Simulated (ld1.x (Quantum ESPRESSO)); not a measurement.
## bismuth (Bi), TM: configuration errors across variants

| Quantity | Value |
| --- | --- |
| Element | bismuth (Bi) |
| Generator | ld1.x (Quantum ESPRESSO) 7.5 |
| Type | norm-conserving Troullier–Martins (Kleinman–Bylander form) |
| Functional | LDA (PZ) |
| Relativity | fully relativistic |
| Frozen core | [Xe] 4f14 |
| Valence charge | 15 |
| Reference configuration | 5d10 6s1.75 6p3.25 |
| Partial waves | 6p (bound): rc 2.70 bohr; 5d (bound): rc 1.90 bohr; 5f channel at 0.15 Ry: rc 2.00 bohr; 6s (bound): rc 1.60 bohr |
| Local potential | the s channel |
| Core correction | none |

Open shells are filled in proportion to 2j + 1 (rel_dist='average').

All-electron excitation energies from the reference (eV): (1) 5d10 6s2 6p3 -2.451; (2) 5d10 6s2 6p2 5.854; (3) 5d10 6s2 6p1 21.599; (4) 5d10 6s2 6p0 45.534; (5) 5d10 6s1 6p3 16.511; (6) 5d10 6s1 6p4 7.491; (7) 5d10 6s2 6p2.5 0.830.

1 further variants failed, have other tests or too few solved ones, and are left out.

A true bound ghost makes a file unfit for plane-wave use even where its test errors are small: the radial tests pick states by their node count and pass the ghost by.

Errors AE − PS in meV (a dash: test not solved or not reliable):

```csv
change,(1),(2),(3),(4),(5),(6),(7),bound ghosts
base,0.0,+0.1,+2.1,+1.9,+6.6,+0.3,-0.3,none
wave 6s (bound): rc 1.60 bohr becomes 6s (bound): rc 1.26 bohr,+1.1,-0.4,+8.8,+37,+31,+9.8,-0.5,"p3/2, p1/2, s (extra level of the local part)"
wave 6s (bound): rc 1.60 bohr becomes 6s (bound): rc 1.46 bohr,+0.1,-0.4,+1.0,+4.2,+8.2,+1.5,-0.4,p1/2
wave 6s (bound): rc 1.60 bohr becomes 6s (bound): rc 1.78 bohr,+0.1,+0.5,+2.9,+1.7,+6.3,+0.3,-0.1,none
wave 6s (bound): rc 1.60 bohr becomes 6s (bound): rc 1.98 bohr,+0.1,+0.6,+3.0,+1.6,+6.1,+0.4,-0.1,none
wave 6s (bound): rc 1.60 bohr becomes 6s (bound): rc 2.44 bohr,-0.2,+0.2,+4.9,+9.7,+5.0,-2.5,-0.5,none
```

Task: Give the same row for: wave 6s (bound): rc 1.60 bohr becomes 6s (bound): rc 2.12 bohr.

Result: 0.0, +0.5, +3.1, +2.5, +6.1, +0.1, -0.2; bound ghosts: none.
